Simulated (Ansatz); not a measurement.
Consider the redistribution: `OB(F)[SiH2]S` + `CO[SiH2][SiH](O)F` → `O[SiH](F)[SiH2]S` + `CO[SiH2]B(O)F`.

Gas-phase electronic energies from Ansatz, PBE0-D4/def2-TZVP geometries. CBS: MP2 limit from def2 TZ/QZ plus the TZ coupled-cluster correction, frozen cores. DFT in def2-TZVPP. B3LYP here is the variant with VWN-RPA as its local correlation; programs differ in this. One conformer a species, not always the lowest.

| level | ΔE (eV) |
| --- | --- |
| PBE-D4 | -0.20 |
| r2SCAN-D4 | -0.19 |
| PBE0-D4 | -0.17 |
| B3LYP-D4 | -0.15 |
| r2SCAN | -0.19 |
| SCS-MP2/def2-TZVPP | -0.13 |
| HF/def2-QZVPP | -0.03 |
| MP2/CBS(def2) | -0.15 |

Problem. What does CCSD(T)/CBS give? (An estimate is asked.)

Solution. The calculation gave: -0.15 eV. The listed levels differ from it by -0.05, -0.04, -0.02, 0.00, -0.04, 0.02, 0.12, 0.00 eV.

Largest T1 diagnostic among the species: 0.013.

The D4 term adds −0.03 eV with B3LYP and −0.02 eV with PBE0; it sums over pairs of atoms, weighted by their polarisabilities, and B3LYP, whose exchange is more repulsive, gets the larger term. In def2-TZVPP, CCSD(T) changes the Hartree–Fock value by −0.11 eV (the triples alone add −0.02 eV) and MP2 by −0.11 eV.
